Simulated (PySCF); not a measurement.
Methyltrichlorosilane, CH3Cl3Si.
Atom-mapped SMILES: `[CH3:1][Si:2]([Cl:3])([Cl:4])[Cl:5]` (hydrogens: H6, H7, H8 on C1)

The closed-shell ground state was solved at several levels (PySCF, density fitting, gas phase, non-relativistic). Geometry: PBE0-D3(BJ)/def2-TZVP; no solvent, vibrations or thermal averaging.

```csv
level,basis functions,total energy (Eh),HOMO (eV),LUMO (eV),gap (eV),dipole (D)
KT3/pcSseg-2,250,-1722.4738,-7.97,-1.00,6.97,2.03
B97-2/pcSseg-2,250,-1710.3845,-8.99,0.05,9.04,2.11
wB97X-D/pcSseg-2,250,-1710.2625,-11.14,1.86,13.00,2.12
```

Question: What might PBE0/pcSseg-2 (250 basis functions) give for the same quantities?

Answer: Total energy -1709.6595 Eh, HOMO -9.26 eV, LUMO 0.08 eV, gap 9.34 eV, dipole 2.11 D.

Question: Over all these levels, which gives the widest orbital gap and which the narrowest?

Answer: wB97X-D/pcSseg-2 (range-separated hybrid) has the widest, 13.00 eV, and KT3/pcSseg-2 (GGA) the narrowest, 6.97 eV. From the narrowest to the widest the HOMO moves by -3.17 eV and the LUMO by +2.86 eV.

Question: In the pcSseg-2 basis, how does the gap go with the fixed share of exact exchange?

Answer: KT3 (0 %) 6.97 eV; B97-2 (21 %) 9.04 eV; PBE0 (25 %) 9.34 eV. Each rise in the share widens the gap here.

Question: How far do the dipole and the HOMO energy spread over the levels?

Answer: The dipole runs from 2.03 to 2.12 D (mean 2.09 D) and the HOMO from -11.14 to -7.97 eV.

wB97X-D is run here without its empirical dispersion term; that term would change no orbital, density or response property at a fixed geometry.
